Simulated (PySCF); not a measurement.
# Exercise with solution: oscillator strength and radiative lifetime

CH₄BFO₂, SMILES COB(O)F.

The structure is a stationary point at PBE0-D3(BJ)/def2-SVP. The values are those of a single conformer.

PySCF with TDDFT-B3LYP/def2-SVPD puts the first singlet state with f over 0.02 at 8.82 eV (vertical), with the transition dipole (-0.364, 0.179, -0.046) in atomic units.

Q: Find the oscillator strength, the wavelength and the radiative lifetime that this transition would have in vacuum if emission retraced absorption.

A: 
|μ|² = 0.1667 au, so |μ| = 1.04 D. ΔE = 8.82/27.211 = 0.3241 hartree. f = (2/3) ΔE |μ|² = 0.036 (the program prints 0.036).
λ = 1239.84/8.82 = 141 nm; ν = 71138 cm⁻¹.
Einstein's coefficient A = 0.6670 ν² f s⁻¹ (ν in cm⁻¹) = 1.2e8 s⁻¹, so τ = 1/A = 8.2 ns. This state is S4; the lower singlets have f = 0.005, 0.002, 0.010. The figure is the radiative limit of this one transition; relaxation, internal conversion, crossing to triplets and a medium change what is measured.
